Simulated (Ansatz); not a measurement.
`[F][Ge]([F])([F])[F]`. The species carries charge 0 and has multiplicity 1. The geometry is a stationary point of PBE0-D4/def2-TZVP.

```xyz
5

F     0.534   -1.125   -1.145
Ge    0.000    0.000    0.000
F    -1.346    0.826   -0.606
F    -0.427   -0.805    1.425
F     1.239    1.104    0.326
```

Question: What is the dipole moment at r2SCAN/def2-TZVPP? (An estimate is asked.)

Answer: Computed: 0.00 D, zero by symmetry or nearly so.

Question: Give the Mulliken charges with r2SCAN, ωB97M-V, PBE in def2-TZVPP. (Best estimate.)

Answer: Ansatz gave: 
| atom | r2SCAN | ωB97M-V | PBE |
| --- | --- | --- | --- |
| F1 | -0.31 | -0.31 | -0.27 |
| Ge2 | 1.23 | 1.24 | 1.08 |
| F3 | -0.31 | -0.31 | -0.27 |
| F4 | -0.31 | -0.31 | -0.27 |
| F5 | -0.31 | -0.31 | -0.27 |
